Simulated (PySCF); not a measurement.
arsine (AsH3), SMILES [AsH3]. Geometry optimised at B3LYP-D3(BJ)/def2-TZVPD.

Method: B3LYP-D3(BJ)/def2-TZVPD (PySCF 2.14.0).

Harmonic wavenumbers (cm⁻¹): 931, 1016, 1016, 2178, 2190, 2190. Rotational constants (GHz): 111.8, 111.8, 103.9; symmetry number 3.

### Question
Work out the zero-point energy and the ideal-gas rigid-rotor harmonic-oscillator thermochemistry at 298.15 K and 1 atm.

### Answer
ZPE = ½ Σ hcν = ½ × 9520 cm⁻¹ = 13.61 kcal/mol. H − E(el) = 16.05 kcal/mol. Entropy in cal/(mol K): translation 38.98, rotation 13.98, vibration 0.30, total 53.26. G − E(el) = 0.17 kcal/mol. Cp = 9.15 cal/(mol K).
